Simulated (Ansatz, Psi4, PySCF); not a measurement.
HKO, singlet, geometry from GFN2-xTB (such geometries of metal compounds can be far from the true shape). Base run: BLYP/def2-TZVP (PySCF).

PySCF was given this input:
```python
from pyscf import gto, scf, dft

mol = gto.M(
    atom='''
K    -0.515992   -0.253325   -0.435053
O     1.047786    0.444316    0.880931
H     1.421565    1.258641    1.218564
''',
    basis='def2-tzvp',
    charge=0,
    spin=0,
    verbose=3,
)

mf = dft.RKS(mol)
mf.xc = 'blyp'
mf.kernel()
```

The same geometry, method and basis name were run in Ansatz (a quantum-chemistry and plane-wave program) and Psi4 and PySCF, at each program's defaults and at the settings that a row names. The base is PySCF at its defaults. Differences at the defaults can come from grids, fitting, cores and function types together.

| code and settings | ΔE vs base (µEh) | basis functions | E (Eh) | SCF cycles | dipole (D) |
|---|---|---|---|---|---|
| PySCF, defaults (exact integrals, its default grid, spherical functions) | 0.0 | 70 | -675.78281 | 11 | 6.65 |
| Psi4, defaults (density fitting with its default set, its default grid, spherical functions) | -45.1 | 70 | -675.78285 | 10 | 6.65 |
| Ansatz, defaults (factorised integrals, its default grid, spherical functions) | -5.7 | 70 | -675.78281 | - | - |
| PySCF, density fitting with def2-universal-jkfit | -48.2 | 70 | -675.78285 | 11 | 6.65 |
| PySCF, fine grid | -3.1 | 70 | -675.78281 | 11 | 6.65 |
| Psi4, exact integrals, spherical functions, fine grid | -5.3 | 70 | -675.78281 | 12 | 6.65 |
| Ansatz, high accuracy | -4.3 | 70 | -675.78281 | - | - |
